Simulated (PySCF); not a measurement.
Cartesian coordinates (Å):
```xyz
4

Sn     0.0009     0.0008     0.4333
H     -0.6024     1.5065    -0.1462
H     -1.0042    -1.2752    -0.1400
H      1.6057    -0.2322    -0.1472
```
Charge 0, spin multiplicity 2.

Question: Predict the dipole moment, total energy and highest occupied spin orbital from PySCF with PBE-D3(BJ)/def2-TZVP // r2SCAN-D4/def2-SVP.

Answer: 
```
Item                                  Value
-----------------------------  ------------
dipole moment                        0.31 D
total energy                   -216.0286 Ha
highest occupied spin orbital      -5.16 eV
```
